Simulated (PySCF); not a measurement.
difluoro(fluoromethyl)silane (CH₃F₃Si), SMILES F[SiH](F)CF. Geometry optimised at PBE-D3(BJ)/def2-SVP. Other conformers were not sampled.

Q: Give the equilibrium geometry at PBE-D3(BJ)/def2-SVP (PySCF confirms it by a frequency run) as Cartesian coordinates in Å, and its point group. (The exact figures need the calculation; the answer reports its results.)

A: One answer among several that fit: point group Cs.
```xyz
8

F      1.9283     0.6374     0.0000
C      1.2979    -0.5998     0.0000
Si    -0.5829    -0.4133     0.0000
F     -1.0517     0.4308     1.3102
F     -1.0517     0.4308    -1.3102
H      1.6159    -1.1864    -0.8947
H      1.6159    -1.1864     0.8947
H     -1.2831    -1.7335     0.0000
```
